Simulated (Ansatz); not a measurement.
One change: `BC[SiH2]S` becomes `NC[SiH2]S`.

Ansatz, PBE0-D4/def2-TZVP geometries, multiplicity 1. Each molecule was computed in one conformer, which needn't be the lowest.

| property | `BC[SiH2]S` |
| --- | --- |
| HOMO energy (PBE0/def2-TZVPP) / eV | -7.52 |
| LUMO energy (ωB97M-V/def2-TZVPP) / eV | 0.26 |
| HOMO energy (B3LYP/def2-TZVPP) / eV | -7.27 |
| size of the dipole moment (ωB97M-V/def2-TZVPP) / D | 1.12 |
| HOMO energy (ωB97M-V/def2-TZVPP) / eV | -9.70 |
| LUMO energy (PBE/def2-TZVPP) / eV | -2.58 |

Question: What does the change do to each property? (Estimate.)

Answer: Computed: 
| property | `NC[SiH2]S` | shift |
| --- | --- | --- |
| HOMO energy (PBE0/def2-TZVPP) / eV | -7.00 | 0.52 |
| LUMO energy (ωB97M-V/def2-TZVPP) / eV | 2.02 | 1.76 |
| HOMO energy (B3LYP/def2-TZVPP) / eV | -6.78 | 0.49 |
| size of the dipole moment (ωB97M-V/def2-TZVPP) / D | 2.47 | 1.35 |
| HOMO energy (ωB97M-V/def2-TZVPP) / eV | -9.32 | 0.38 |
| LUMO energy (PBE/def2-TZVPP) / eV | -0.48 | 2.10 |

With PBE0 the HOMO rises by 0.52 eV and the LUMO rises by 2.03 eV, so the gap widens by about 1.51 eV. PBE moves the HOMO by 0.75 eV and ωB97M-V by 0.38 eV. Dipoles are sizes alone; their direction can turn.

B3LYP here is the variant with VWN-RPA as its local correlation; programs differ in this.
